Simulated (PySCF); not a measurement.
## Cu₃N, singlet: structure and spectrum

These are results of PBE0 in PySCF with N def2-SVP, Cu def2-SVP; no relativity; density-fitted integrals, not measurements.

The structure is a minimum.

| Quantity | Value |
| --- | --- |
| Point group | C3v |
| Bond lengths | Cu–Cu 2.528 Å (×3), N–Cu 1.818 Å (×3) |
| Bond angles | Cu–Cu–Cu 60.0° (×3), Cu–Cu–N 46.0° (×6), Cu–N–Cu 88.1° (×3) |
| Atomisation energy without zero-point energy | 709 kJ/mol |
| Dipole moment | 3.55 D |
| Heat capacity Cp at 298.15 K | 71.3 J/(mol K) |
| Enthalpy at 298.15 K above 0 K | 16.65 kJ/mol |
| Highest occupied level | -5.15 eV |
| Lowest empty level | -1.80 eV |
| Rotational constants | 0.07791, 0.07791, 0.04192 cm⁻¹ |
| Rotational symmetry number | 3 |
| Zero-point energy | 12.5 kJ/mol |
| Principal quadrupole moments (Buckingham, traceless) about the centre of mass | -9.93, 4.97, 4.97 D Å |
| Principal polarisabilities | 48.4, 104.9, 104.9 bohr³ |
| Entropy at 298.15 K and 1 bar | 327.4 J/(mol K) |

Harmonic modes (masses in u: N 14.003, Cu 62.930):
| symmetry | ω (cm⁻¹) | IR (km/mol, summed over degenerate members) |
| --- | --- | --- |
| e | 114 | 0.6 |
| a1 | 175 | 3.8 |
| e | 537 | 99.6 |
| a1 | 617 | 25.9 |

In C3v the vibrations span 2e + 2a1.

Charges (e):
| atom | Mulliken | Löwdin | polar tensor | Mayer order to N1 |
| --- | --- | --- | --- | --- |
| N1 | -0.58 | -0.37 | -0.76 | – |
| Cu2,3,4 | 0.19 | 0.12 | 0.25 | 1.01 |
Other Mayer orders above 0.3: Cu–Cu 0.31 (×3).

Mulliken populations on N1: s 3.85, p 3.72, d 0.01.

Only a few start shapes were tried, so a lower isomer may exist.

The final relaxation and frequency run took of the order of 6 core-minutes on a shared host.
